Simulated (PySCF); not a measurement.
Radial density of Be (beryllium, neutral)

HSE06, [He] 2s1 3s1, high-spin 3S determinant (an excited configuration). Calculation: PySCF 2.14, in aug-cc-pVQZ-DK; scalar relativity by spin-free X2C-1e.

| r (bohr) | 4πr²ρ (e/bohr) | 4πr²(ρα − ρβ) |
| --- | --- | --- |
| 0.00630 | 0.01698 | 0.0005 |
| 0.0106 | 0.04602 | 0.0014 |
| 0.0178 | 0.1224 | 0.0037 |
| 0.0300 | 0.3133 | 0.0096 |
| 0.0504 | 0.7528 | 0.0228 |
| 0.0848 | 1.622 | 0.0480 |
| 0.143 | 2.920 | 0.0820 |
| 0.240 | 3.920 | 0.0935 |
| 0.404 | 3.262 | 0.0381 |
| 0.679 | 1.281 | 0.0078 |
| 1.14 | 0.4156 | 0.2668 |
| 1.92 | 0.5104 | 0.5075 |
| 3.23 | 0.1953 | 0.1953 |
| 5.43 | 0.1553 | 0.1553 |
| 9.14 | 0.1068 | 0.1068 |
| 15.4 | 0.003649 | 0.0036 |

Densities and radii are taken from the X2C orbitals without a picture-change correction, which distorts them close to the nucleus.

The outer electron is Rydberg-like, and this basis confines it to a smaller radius and binds it less than a complete one would.
